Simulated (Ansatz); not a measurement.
C12H4N4⁻, that is TCNQ with one electron more, relaxed as a doublet with UKS PBE-D4/def2-SVP in Ansatz, starting from the PBE-D4/def2-SVP geometry of the neutral singlet. Force threshold 0.03 eV/Å.

The relaxation made no stability test and no search for a lower SCF solution.

Start:

```tsv
atom	x (Å)	y (Å)	z (Å)
N1	1.116	-4.607	0.050
C2	0.405	-3.738	0.401
C3	-0.450	-2.676	0.820
C4	-1.541	-3.022	1.671
N5	-2.444	-3.296	2.373
C6	-0.227	-1.346	0.412
C7	0.884	-1.012	-0.450
C8	1.101	0.281	-0.846
C9	0.226	1.346	-0.413
C10	0.450	2.676	-0.820
C11	-0.404	3.739	-0.401
N12	-1.115	4.607	-0.049
C13	1.542	3.022	-1.670
N14	2.446	3.296	-2.371
C15	-0.884	1.012	0.449
C16	-1.102	-0.281	0.845
H17	1.555	-1.817	-0.784
H18	1.949	0.526	-1.503
H19	-1.556	1.817	0.783
H20	-1.950	-0.527	1.502
```

Problem. Estimate the energy that the relaxation releases and the steps that it takes.

Solution. 1.9 kcal/mol, in 4 steps; 18 s on 4 threads of Arm Neoverse V2 on a shared host. No frequencies were taken in this run, so the end may be a saddle point.

Problem. Does the start keep its bonding and symmetry?

Solution. By distances, no bond broke or formed. The bond that changes most is C9–C10, from 1.41 to 1.44 Å (atoms count from 1). Point group D2h at the start, D2h at the end, both within 0.05 Å.

Problem. Predict the relaxed structure.

Solution. 
```xyz
20

N     1.110   -4.644    0.060
C     0.394   -3.775    0.415
C    -0.458   -2.720    0.833
C    -1.544   -3.061    1.679
N    -2.452   -3.332    2.384
C    -0.229   -1.358    0.416
C     0.866   -1.013   -0.436
C     1.086    0.294   -0.837
C     0.229    1.358   -0.416
C     0.458    2.720   -0.833
C    -0.394    3.775   -0.415
N    -1.110    4.644   -0.060
C     1.544    3.061   -1.679
N     2.452    3.332   -2.384
C    -0.866    1.013    0.436
C    -1.086   -0.295    0.837
H     1.543   -1.812   -0.776
H     1.937    0.531   -1.494
H    -1.543    1.812    0.776
H    -1.937   -0.531    1.494
```
Bond lengths: 12 × C–C 1.39 to 1.44 Å; 4 × C–N 1.18 Å; 4 × C–H 1.10 Å.
